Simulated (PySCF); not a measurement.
Computed IR spectrum (relative IR intensity) of a molecule C4H8OSi. Geometry optimised at r2SCAN-D4/def2-SVP. One conformer was computed; it need not be the lowest. Computed with r2SCAN-D4/def2-SVP run with PySCF. Frequencies are harmonic and unscaled.

Lines under 2 % of the strongest are left out, and lines within 2 cm⁻¹ are merged.

| ν (cm⁻¹) | relative intensity |
|---|---|
| 241 | 2.7 |
| 338 | 5.2 |
| 359 | 82 |
| 475 | 12 |
| 551 | 3.2 |
| 601 | 8.1 |
| 668 | 8.3 |
| 705 | 3.6 |
| 712 | 22 |
| 718 | 17 |
| 814 | 26 |
| 844 | 100 |
| 942 | 8.4 |
| 955 | 43 |
| 968 | 37 |
| 1098 | 18 |
| 1114 | 37 |
| 1197 | 11 |
| 1285 | 4.6 |
| 1405 | 22 |
| 1416 | 2.5 |
| 2132 | 13 |
| 2215 | 59 |
| 2235 | 48 |
| 2976 | 43 |
| 3018 | 7.8 |
| 3098 | 12 |
| 3460 | 26 |
| 3808 | 13 |

**Question.** Identify the compound among the candidates.
(A) C=C1OC[Si@@H]1C
(B) C=C/C=C/[SiH2]O
(C) O=CC1([SiH3])CC1
(D) C#C[SiH2]CCO

**Answer.** D, C#C[SiH2]CCO
